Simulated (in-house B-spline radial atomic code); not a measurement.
Configurations of Cr V (Cr4+), with energies counted from [Ar] 3d2. All numbers are computed (scalar-relativistic (X2C) PBE0, spin-polarised, spherical fractional occupations, exact exchange averaged over the configuration; Fermi nucleus of rms radius 3.6452 fm) with a B-spline radial code for spherical atoms, not measured. Shells without spins written out take the highest spin.

Occupations are held fixed; configurations that lie above the ionisation limit could autoionise.

```csv
configuration,E - E(ref) (eV),highest orbital,its <r> (bohr)
[Ar] 3d1 4s1,20.234,4s up,2.159
[Ne] 3s2 3p5 3d3,41.656,3d up,1.003
[Ne] 3s2 3p5 3d2 4s1,63.096,4s up,2.144
```

Order these further configurations by energy, lowest first.
A. [Ar] 3d1 4p1
B. [Ne] 3s2 3p5 3d2 4p1
C. [Ar] 3d1 4f1
D. [Ne] 3s2 3p5 3d2 4f1

A (27.955 eV), C (47.02 eV), B (70.892 eV), D (90.178 eV).
